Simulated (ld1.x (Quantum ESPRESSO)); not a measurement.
## PBE PAW dataset for Sr, scalar-relativistic all-electron reference.

ld1.x (Quantum ESPRESSO) 7.5 input, shortened:

```
&input
   title='Sr', zed=38., rel=1, dft='PBE', iswitch=3,
   config='[Kr] 4d0 5s2 5p0'
 /
 &inputp
   pseudotype=3, lpaw=.true., tm=.true., lloc=-1, rcloc=2.35,
   nlcc=.false.,
   which_augfun='GAUSS', rmatch_augfun=1.45
 /
6
4S  1  0   2.00   0.00  1.95  2.50  0.0
5S  2  0   2.00   0.00  1.95  2.50  0.0
4P  2  1   6.00   0.00  2.60  3.30  0.0
5P  3  1   0.00   0.00  2.60  3.30  0.0
4D  3  2   0.00   0.00  2.30  2.80  0.0
4D  3  2   0.00   0.25  2.30  2.80  0.0
 &test
   configts(1)='4s2 4p6 4d0 5s2 5p0'
 /
```

All-electron outer shells of the reference configuration (PBE, scalar-relativistic, ld1.x):

```
shell  level (eV)  outermost node (bohr)  outermost maximum (bohr)
   3p     -256.15                   0.19                      0.43
   3d     -128.02                      –                      0.38
   4s      -40.90                   0.59                      1.19
   4p      -22.82                   0.61                      1.33
   5s       -3.53                   1.65                      3.72
   5p       -1.28                   1.96                      4.83
   4d       -1.28                   0.65                      2.12
```

Results:

| Property | Result |
| --- | --- |
| Configuration tests | test run stopped at test 5 of 7 (negative rho) |
| Lowest eigenvalue of the overlap operator | -10.67 (p channel); it is negative, so in a basis up to 400 Ry S is not positive definite and the file is unfit for use |

The ghost test of this file was not conclusive. Its overlap operator is not positive definite in a basis up to 400 Ry (lowest eigenvalue p -10.67), so the file is unfit for use: the generalised eigenproblem breaks down once the basis is large enough, and its test numbers describe a broken file.

Generation and tests took about 3 s on one core of a shared server CPU.
